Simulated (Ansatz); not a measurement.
The same path of CH$_{3}$AlClF (7 atoms, charge 0, multiplicity 1) was run 3 times with different band settings.

Theory: RKS r2SCAN-D4/def2-SVP (Ansatz 0.2.0).

Relaxed end points:

```xyz
7
Properties=species:S:1:pos:R:3
Al 0.693 -0.105 0.698
F 1.920 -1.226 0.656
C -0.611 0.019 -0.717
H -0.440 -0.726 -1.510
Cl 0.666 1.147 2.379
H -1.632 -0.128 -0.325
H -0.597 1.020 -1.181
```

```xyz
7
Properties=species:S:1:pos:R:3
Al 0.678 -0.108 0.710
F 1.683 -1.427 0.835
C -0.605 0.035 -0.722
H -0.245 -0.451 -1.643
Cl 0.892 1.339 2.213
H -1.545 -0.470 -0.439
H -0.858 1.082 -0.952
```

Common settings: movable images 5; spring 5.0 eV/Å²; start path through a guess of the saddle point; iteration limit 60; end points relaxed.

| run | climbing image | optimiser | force threshold |
| --- | --- | --- | --- |
| 1 | yes | quadratic models (default) | 0.05 eV/Å |
| 2 | from the first iteration | lbfgs | 0.05 eV/Å |
| 3 | yes | quadratic models (default) | 0.5 eV/Å |

Task: What does each run give, and how far can it be trusted?

Result: Run 1: converged after 17 iterations, highest image 0.000 eV above the first end. The highest image is an end point: on this band no image between the ends rises above it.
Run 2: converged after 57 iterations, highest image 0.012 eV above the first end. The order of the stationary point at the top wasn't checked.
Run 3: converged after 10 iterations, highest image 0.012 eV above the first end. The threshold of 0.5 eV/Å is loose, so the images may lie well off the minimum-energy path. The order of the stationary point at the top wasn't checked.
